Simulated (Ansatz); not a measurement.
Stretching the O3–H4 bond in GaH3O2 (SMILES [OH][GaH][OH]) (multiplicity 1 held, fragments rigid). Energies count from the point at 0.963 Å.
Geometry at that point (charge 0, multiplicity 1):
```xyz
6

Ga    -0.2440    -0.1775    -0.1512
H     -1.3542    -1.0163    -0.8271
O      0.0204     1.5378    -0.5766
H      0.7423     1.9403    -0.0819
O      0.9023    -0.7560     1.1056
H      0.7953    -1.6758     1.3651
```

Restricted levels (R-, RO-) in cc, def2 and unpolarised 6-31G sets keep to the state of the molecule at rest. Unrestricted levels (U-) break spin symmetry where that is lower. Active spaces are followed from a long bond inwards. Levels need not reach the same state.

Cores are frozen in the correlated methods. Filled d and f shells under p-block atoms count as core.

Programs: Ansatz (Gaussian orbitals). 

Energies in kJ/mol.

```json
[
 {"R (Å)": "0.771", "U-PBE/cc-pVTZ": "156", "R-B3LYP/cc-pVTZ": "147", "U-wB97X-V/cc-pVTZ": "148", "U-MP2/cc-pVTZ": "148", "FIC-MRCISD+Q on CASSCF(4,3)/cc-pVTZ": "143"},
 {"R (Å)": "0.867", "U-PBE/cc-pVTZ": "32", "R-B3LYP/cc-pVTZ": "28", "U-wB97X-V/cc-pVTZ": "28", "U-MP2/cc-pVTZ": "28", "FIC-MRCISD+Q on CASSCF(4,3)/cc-pVTZ": "26"},
 {"R (Å)": "0.963", "U-PBE/cc-pVTZ": "0", "R-B3LYP/cc-pVTZ": "0", "U-wB97X-V/cc-pVTZ": "0", "U-MP2/cc-pVTZ": "0", "FIC-MRCISD+Q on CASSCF(4,3)/cc-pVTZ": "0"},
 {"R (Å)": "1.060", "U-PBE/cc-pVTZ": "15", "R-B3LYP/cc-pVTZ": "19", "U-wB97X-V/cc-pVTZ": "20", "U-MP2/cc-pVTZ": "20", "FIC-MRCISD+Q on CASSCF(4,3)/cc-pVTZ": "21"},
 {"R (Å)": "1.156", "U-PBE/cc-pVTZ": "54", "R-B3LYP/cc-pVTZ": "62", "U-wB97X-V/cc-pVTZ": "…", "U-MP2/cc-pVTZ": "64", "FIC-MRCISD+Q on CASSCF(4,3)/cc-pVTZ": "66"},
 {"R (Å)": "1.300", "U-PBE/cc-pVTZ": "131", "R-B3LYP/cc-pVTZ": "143", "U-wB97X-V/cc-pVTZ": "151", "U-MP2/cc-pVTZ": "148", "FIC-MRCISD+Q on CASSCF(4,3)/cc-pVTZ": "149"},
 {"R (Å)": "1.445", "U-PBE/cc-pVTZ": "210", "R-B3LYP/cc-pVTZ": "228", "U-wB97X-V/cc-pVTZ": "240", "U-MP2/cc-pVTZ": "299", "FIC-MRCISD+Q on CASSCF(4,3)/cc-pVTZ": "233"},
 {"R (Å)": "1.686", "U-PBE/cc-pVTZ": "329", "R-B3LYP/cc-pVTZ": "355", "U-wB97X-V/cc-pVTZ": "377", "U-MP2/cc-pVTZ": "456", "FIC-MRCISD+Q on CASSCF(4,3)/cc-pVTZ": "350"},
 {"R (Å)": "1.927", "U-PBE/cc-pVTZ": "416", "R-B3LYP/cc-pVTZ": "456", "U-wB97X-V/cc-pVTZ": "…", "U-MP2/cc-pVTZ": "507", "FIC-MRCISD+Q on CASSCF(4,3)/cc-pVTZ": "427"},
 {"R (Å)": "2.216", "U-PBE/cc-pVTZ": "466", "R-B3LYP/cc-pVTZ": "548", "U-wB97X-V/cc-pVTZ": "490", "U-MP2/cc-pVTZ": "527", "FIC-MRCISD+Q on CASSCF(4,3)/cc-pVTZ": "477"},
 {"R (Å)": "2.601", "U-PBE/cc-pVTZ": "492", "R-B3LYP/cc-pVTZ": "629", "U-wB97X-V/cc-pVTZ": "…", "U-MP2/cc-pVTZ": "535", "FIC-MRCISD+Q on CASSCF(4,3)/cc-pVTZ": "502"},
 {"R (Å)": "3.082", "U-PBE/cc-pVTZ": "504", "R-B3LYP/cc-pVTZ": "689", "U-wB97X-V/cc-pVTZ": "510", "U-MP2/cc-pVTZ": "537", "FIC-MRCISD+Q on CASSCF(4,3)/cc-pVTZ": "510"}
]
```

Q: Fill in the missing entries.

A: 
- 1.927, U-wB97X-V/cc-pVTZ: 454
- 2.601, U-wB97X-V/cc-pVTZ: 505
- 1.156, U-wB97X-V/cc-pVTZ: 65

Doubts at one or more of the structures used: a spin-contaminated determinant (U-PBE/cc-pVTZ, U-wB97X-V/cc-pVTZ, U-MP2/cc-pVTZ); a restricted determinant that unrestricted orbitals would lower (R-B3LYP/cc-pVTZ); active orbitals that take no part (FIC-MRCISD+Q on CASSCF(4,3)/cc-pVTZ).

Ansatz is an electronic-structure program.
